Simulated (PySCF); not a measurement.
# Name the molecule from its bond curve

A diatomic of charge 0 contains Ho. Its sextet curve at r²SCAN in a double-zeta basis (spin-free X2C with a Gaussian nucleus, PySCF), in eV from the separated fragments:

```
R (Å)  E (eV)
1.960  -2.594
2.051  -3.487
2.142  -3.996
2.211  -4.191
2.279  -4.267
2.347  -4.255
2.438  -4.149
2.553  -3.928
2.689  -3.597
2.872  -3.121
```

The fit gives ωe = 410 cm⁻¹ and the rotational constant Bₑ = 0.1188 cm⁻¹.

Problem. Which atom is the partner?

Solution. The minimum lies at 2.302 Å, so the reduced mass is 16.8576 u Å² cm⁻¹/(Bₑ·Re²) = 26.78 u. With Ho at 164.93 u the partner weighs about 32.0 u: S. The molecule is HoS.

Spin–orbit coupling is left out. Counting both spins, an empty level lies below a filled one in this solution, because spin and occupation are held. With d or f electrons several states lie close, and the lowest PBE0 determinant need not be the measured ground state.
